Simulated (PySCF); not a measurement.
## Single point on CuC

State: ⁴Σ⁻ (quartet), unpaired electrons σ ↑, π ↑↑.

An equivalent input (the run itself took its basis sets from the Basis Set Exchange, started from a PBE0 density and held the occupation σ 6α 5β, πx 3α 2β, πy 3α 2β, δx 1α 1β, δy 1α 1β):

```python
from pyscf import gto, dft
mol = gto.M(atom='Cu 0 0 0; C 0 0 1.786', basis={'Cu': 'cc-pVDZ-PP', 'C': 'cc-pVDZ'}, ecp={'Cu': 'cc-pVDZ-PP'},
            charge=0, spin=3, verbose=4, symmetry='C2v')
mf = dft.UKS(mol, xc='PBE0')
mf.grids.atom_grid = (80, 434)
mf.grids.prune = dft.gen_grid.treutler_prune
mf.irrep_nelec = {'A1': (7, 6), 'A2': (1, 1), 'B1': (3, 2), 'B2': (3, 2)}
mf.conv_tol = 1e-9
mf.max_cycle = 60
mf.diis_space = 10
mf.kernel()
```

The log (some set-up lines and the per-cycle HOMO/LUMO lines removed):

```
******** <class 'pyscf.dft.uks_symm.SymAdaptedUKS'> ********
method = SymAdaptedUKS
damping factor = 0
level_shift factor = 0
DIIS = <class 'pyscf.scf.diis.CDIIS'>
diis_start_cycle = 1
diis_space = 10
diis_damp = 0
SCF conv_tol = 1e-09
SCF conv_tol_grad = None
SCF max_cycles = 60
number electrons alpha = 14  beta = 11
Set gradient conv threshold to 3.16228e-05
init E= -235.120174471289
cycle= 1 E= -235.105177826812  delta_E= 0.015  |g|= 0.0367  |ddm|= 0.106
cycle= 2 E= -235.103773240052  delta_E= 0.0014  |g|= 0.103  |ddm|= 0.104
cycle= 3 E= -235.105463660011  delta_E= -0.00169  |g|= 0.00744  |ddm|= 0.0748
cycle= 4 E= -235.105491729652  delta_E= -2.81e-05  |g|= 0.00362  |ddm|= 0.0182
cycle= 5 E= -235.105497301917  delta_E= -5.57e-06  |g|= 0.00112  |ddm|= 0.00523
cycle= 6 E= -235.105497946742  delta_E= -6.45e-07  |g|= 0.000208  |ddm|= 0.00214
cycle= 7 E= -235.105497991504  delta_E= -4.48e-08  |g|= 0.000133  |ddm|= 0.000675
cycle= 8 E= -235.105498000246  delta_E= -8.74e-09  |g|= 2.64e-05  |ddm|= 0.000286
cycle= 9 E= -235.10549800106  delta_E= -8.14e-10  |g|= 5.49e-06  |ddm|= 0.000108
Extra cycle  E= -235.105498001097  delta_E= -3.75e-11  |g|= 8.97e-06  |ddm|= 2.27e-05
converged SCF energy = -235.105498001097  <S^2> = 3.7825955  2S+1 = 4.0162647
```

Repeating this along the bond gives Re = 1.783 Å and ωe = 633 cm⁻¹.

A point of this curve took 1.1 CPU seconds beside 0.16 for the integrals, on Arm Neoverse V1 (shared host).

The state is the lowest single determinant that the PBE0 search found; with open d or f shells the true ground state can be another one.
